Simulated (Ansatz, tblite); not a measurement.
Removing and adding an electron: Pb₂O (the lowest singlet isomer of a short search). Charge 0, multiplicity 1. Geometry: PBE0-D4/def2-TZVP. Ansatz, gas phase; energy differences of separate SCF runs; the oxidised species was run as a doublet alone; the reduced species was run as a doublet alone.

```xyz
3

Pb   -0.5364    1.4728    0.0447
Pb    1.3132   -0.8521    0.0920
O    -0.7768   -0.6208   -0.1366
```

In the def2 sets Pb takes a core potential; there is no spin–orbit coupling. The xTB rows come from tblite. The structure comes from a short search, and lower isomers may exist.

Q: Estimate orbital energies and vertical ionisation energies and electron affinities at: GFN1-xTB; GFN2-xTB; PBE-D4/def2-TZVP; PBE0-D4/def2-TZVP.

A: 
```
            level  −HOMO (eV)  vertical IE (eV)  −LUMO (eV)  vertical EA (eV)  HOMO–LUMO gap (eV)  IE − EA (eV)
         GFN1-xTB        6.86             10.12        5.94              3.19                0.91          6.93
         GFN2-xTB        7.61             10.78        6.57              3.47                1.04          7.30
 PBE-D4/def2-TZVP        3.78              6.32        3.26                 –                0.52             –
PBE0-D4/def2-TZVP        4.50              6.31        2.54                 –                1.96             –
```

Run but left out: HF/def2-TZVPP, r2SCAN-D4/def2-TZVP, MP2/def2-TZVPP, CCSD/def2-TZVPP, CCSD(T)/def2-TZVPP (singlet: restricted singlet, unstable towards broken spin symmetry); PBE-D4/def2-TZVPD, r2SCAN-D4/def2-TZVPD, PBE0-D4/def2-TZVPD (singlet: restricted singlet, unstable towards broken spin symmetry at other levels and untested here).   Raw xTB energy differences between charge states are shifted by several eV; the methods need an empirical correction for them.
